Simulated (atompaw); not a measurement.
## Before and after: PAW (atompaw) potential for Ta

tantalum, PAW, made with atompaw 4.2.0.5 (PBE, scalar-relativistic). Core [Xe] 4f14, reference 5d3 6s1.75 6p0.25. Waves: 6s (bound): rc 3.00 bohr; 6s channel at 4.25 Ry: rc 3.00 bohr; 6p (bound): rc 3.00 bohr; 6p channel at 2.25 Ry: rc 3.00 bohr; 5d (bound): rc 1.90 bohr; 5d channel at 2.55 Ry: rc 3.00 bohr. Local part: ultrasoft scheme with l = 3 at 0.5 Ry, radius 2.80 bohr. Core correction: smooth core density matched at 2.65 bohr. Augmentation charge: gaussian compensation charge, radius 2.15 bohr; PAW radius 3.00 bohr; waves and projectors: custom rrkj vanderbiltortho.

All-electron outer shells of the reference configuration (PBE, scalar-relativistic, ld1.x):

```json
{"shell": "5p", "level (eV)": "-39.80", "outermost node (bohr)": "0.58", "outermost maximum (bohr)": "1.13"}
{"shell": "4f", "level (eV)": "-25.10", "outermost node (bohr)": "–", "outermost maximum (bohr)": "0.44"}
{"shell": "6s", "level (eV)": "-5.70", "outermost node (bohr)": "1.32", "outermost maximum (bohr)": "2.74"}
{"shell": "5d", "level (eV)": "-3.93", "outermost node (bohr)": "0.65", "outermost maximum (bohr)": "1.58"}
{"shell": "6p", "level (eV)": "-1.59", "outermost node (bohr)": "1.59", "outermost maximum (bohr)": "3.85"}
```

Change: augmentation gaussian compensation charge, radius 2.15 bohr; PAW radius 3.00 bohr; waves and projectors: custom polynom vanderbiltortho.

Cutoffs: the cutoffs (Ry, on a coarse ladder) from which the occupation-weighted sum of valence levels, in a spherical-Bessel basis at the reference potential, stays within 10 and 1 mRy of its value at 400 Ry; they do not see the model core or the augmentation charge, which bear on the density cutoff.

Task: What does the change do?

Result: The potential gets softer (25 Ry and 35 Ry → 21 Ry and 35 Ry); a bound ghost appears in p, s, which as a rule spoils a file; the range in which the p phases agree widens (upper end 3.3 → 4.7).

| quantity | base | changed |
| --- | --- | --- |
| cutoff, loose | 25 Ry | 21 Ry |
| cutoff, tight | 35 Ry | 35 Ry |
| loose cutoff by channel (10 mRy a level) | s 6 Ry, p 6 Ry, d 21 Ry | s 6 Ry, p 6 Ry, d 18 Ry |
| bound ghosts | none | s, p |
| s: phases at 3.02 bohr within 0.05 rad from the reference energy up to (Ry; the scan ends near 5) | n/a | to the end of the scan |
| p: phases at 3.02 bohr within 0.05 rad from the reference energy up to (Ry; the scan ends near 5) | 3.3 | 4.7 |
| d: phases at 3.02 bohr within 0.05 rad from the reference energy up to (Ry; the scan ends near 5) | to the end of the scan | to the end of the scan |
| lowest overlap eigenvalue by channel | s 0.04, p 0.61, d 0.62 | s 0.02, p 0.29, d 0.63 |

 A true bound ghost makes a file unfit for plane-wave use even where its test errors are small: the radial tests pick states by their node count and pass the ghost by. The cutoffs see the waves, projectors and local potential, not the compensation charge or the core.
